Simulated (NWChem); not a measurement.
Species: C3H7FSi; SMILES FC1([SiH3])CC1

Computed with NWChem. Geometry: optimised at PBE0/def2-SVP. Not confirmed as a minimum by frequencies. Level: M05-2X/def2-SVP with SMD (1 M gas to 1 M solution), gas-phase geometry. Reactions with the solvent are ignored.

Task: Order these by “dipole in solution (D)”, lowest first: diethyl ether; tetrahydrofuran; water; cyclohexane.

Result: cyclohexane (1.78), diethyl ether (1.92), tetrahydrofuran (1.98), water (2.07)
